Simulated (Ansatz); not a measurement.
`ClC1=N[SiH2]1`. Total charge 0; spin multiplicity 1.

| atom | x (Å) | y (Å) | z (Å) |
| --- | --- | --- | --- |
| Cl1 | -2.3414 | -0.8550 | -0.8369 |
| C2 | -0.7586 | -0.4777 | -0.3151 |
| N3 | 0.2570 | -1.2235 | -0.1965 |
| Si4 | 0.6150 | 0.4765 | 0.2750 |
| H5 | 1.4388 | 1.2963 | -0.6342 |
| H6 | 0.7891 | 0.7834 | 1.7077 |

(1) List the harmonic frequencies (cm⁻¹, unscaled) at PBE0-D4/def2-TZVP in Ansatz. (Best estimate.)

(2) Is this a minimum?

(3) Give the ideal-gas thermochemistry at 298.15 K and 1 bar (rigid rotor, harmonic oscillator; point group Cs, symmetry number 1).

(4) And at 400, 500, 600, 800 and 1000 K?

## Answers

(1) Ansatz gave: 290, 316, 489, 552, 629, 661, 725, 964, 1087, 1628, 2270, 2291.

(2) Yes, all 12 modes are real.

(3) Zero-point energy 71.2 kJ/mol; H(298) − E = 85.6 kJ/mol; entropy 293.9 J/(mol·K), of which translation 165.2, rotation 106.8, vibration 22.0; G(298) − E = -2.0 kJ/mol.

(4) 
```tsv
T (K)	H − E (kJ/mol)	S (J/mol/K)	G − E (kJ/mol)
400	93.5	316.8	-33.2
500	102.3	336.4	-65.9
600	111.9	353.8	-100.4
800	132.8	383.8	-174.2
1000	155.2	408.7	-253.6
```
